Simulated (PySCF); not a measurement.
An equivalent PySCF input for K²⁺ (potassium, charge +2), [Ne] 3s2 3p5, 2P determinant, with scalar relativity by spin-free X2C-1e:

```python
from pyscf import gto, scf, dft, mp, cc
import basis_set_exchange as bse
mol = gto.M(atom="K 0 0 0", charge=2, spin=1, symmetry="D2h",
            basis=gto.basis.parse(bse.get_basis("cc-pVTZ-X2C", elements=["K"], fmt="nwchem", header=False)),
            nucmod="G")
mf = scf.UHF(mol).sfx2c1e()
mf.irrep_nelec = {'Ag': (3, 3), 'B1u': (2, 2), 'B2u': (2, 2), 'B3u': (2, 1)}
mf.kernel()
```

It reaches the same state as the run whose output follows, and the same energy. The run itself started from symmetry-adapted Hartree-Fock orbitals and held the occupation by maximum overlap, so the iterations belong to that start.

```
SCF conv_tol = 1e-09
number electrons alpha = 9  beta = 8
cycle= 1 E= -600.17069504888  delta_E= -0.00329  |g|= 0.0197  |ddm|= 0.691
cycle= 2 E= -600.170911989808  delta_E= -0.000217  |g|= 0.00508  |ddm|= 0.192
cycle= 3 E= -600.170927496245  delta_E= -1.55e-05  |g|= 3.28e-05  |ddm|= 0.0685
cycle= 4 E= -600.170927496877  delta_E= -6.32e-10  |g|= 2.56e-06  |ddm|= 0.000272
converged SCF energy = -600.170927496877  <S^2> = 0.75417905  2S+1 = 2.0041747
```
